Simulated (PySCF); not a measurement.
First SCF of a structure search on doublet AsO₂, at a hand-made bent geometry. PySCF input:

```python
from pyscf import gto, scf, dft
mol = gto.M(atom='''
As     0.000000     0.000000     0.000000
O      1.400700     0.000000     0.980800
O     -1.400700     0.000000     0.980800''',
    basis={'As': 'def2-TZVP', 'O': 'def2-TZVP'},
    charge=0, spin=1)
mf = dft.UKS(mol, xc='PBE0')
mf.grids.atom_grid = (50, 194)
aux = {'As': 'def2-universal-JKFIT', 'O': 'def2-universal-JKFIT'}
mf = mf.density_fit(auxbasis=aux)
mf.conv_tol = 1e-08
mf.diis_space = 10
mf.max_cycle = 60
mf.init_guess = 'minao'
mf.verbose = 4
mf.kernel()
```

Excerpt of the output (cycles alone):

```
init E= -2385.22834951492
cycle= 1 E= -2385.50696584714  delta_E= -0.279  |g|= 0.929  |ddm|= 1.56
cycle= 2 E= -2383.27895641905  delta_E= 2.23  |g|= 2.39  |ddm|= 1.98
cycle= 3 E= -2385.8708765627  delta_E= -2.59  |g|= 0.0877  |ddm|= 1.51
cycle= 4 E= -2385.87097681382  delta_E= -0.0001  |g|= 0.102  |ddm|= 0.141
cycle= 5 E= -2385.8754682136  delta_E= -0.00449  |g|= 0.0313  |ddm|= 0.0497
cycle= 6 E= -2385.87620681511  delta_E= -0.000739  |g|= 0.00978  |ddm|= 0.0359
cycle= 7 E= -2385.8763671064  delta_E= -0.00016  |g|= 0.00305  |ddm|= 0.0244
cycle= 8 E= -2385.8763862596  delta_E= -1.92e-05  |g|= 0.00126  |ddm|= 0.0082
cycle= 9 E= -2385.87638924973  delta_E= -2.99e-06  |g|= 0.000557  |ddm|= 0.00354
cycle= 10 E= -2385.87638960544  delta_E= -3.56e-07  |g|= 7.83e-05  |ddm|= 0.00108
cycle= 11 E= -2385.87638962322  delta_E= -1.78e-08  |g|= 4.67e-05  |ddm|= 0.000232
cycle= 12 E= -2385.87638962664  delta_E= -3.42e-09  |g|= 1.79e-05  |ddm|= 8.9e-05
Extra cycle  E= -2385.8763896272  delta_E= -5.66e-10  |g|= 1.06e-05  |ddm|= 3.18e-05
converged SCF energy = -2385.8763896272  <S^2> = 0.77442873  2S+1 = 2.0242813
```

No lower solution of this spin was found by a stability analysis within the unrestricted form.

The search for the lowest solution, with the stability check, took 26 s on 2 threads of a shared Intel Xeon @ 2.70GHz host, with 110 basis functions; the process peaked at 0.33 GiB.
